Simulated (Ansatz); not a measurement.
Input for Ansatz (development build ahead of 0.2.0):

```yaml
crystal:
  periodic: [false, false, false]
  atoms:
    - { symbol: "N", position_ang: [0.01913, 0.00116, -1.64243] }
    - { symbol: H, position_ang: [1.15273, 0.03045, -2.1263] }
    - { symbol: H, position_ang: [-0.5452, 0.92828, -2.15898] }
    - { symbol: H, position_ang: [-0.57958, -0.9342, -2.14047] }
    - { symbol: Cu, position_ang: [0.03315, 0.04204, 0.6622] }
basis:
  gaussian: { orbitals: def2-SVP }
total_charge: 1
hamiltonian:
  xc: hf
```

The input is written out in the form of the current development build from the run's settings.

Results

| Item | Value |
| --- | --- |
| Converged | yes |
| Total energy | -1694.59819 hartree |
| Spin squared of the determinant | 0.000 |

Caution: stretched shape with no unrestricted run beside it, a lower state can exist.
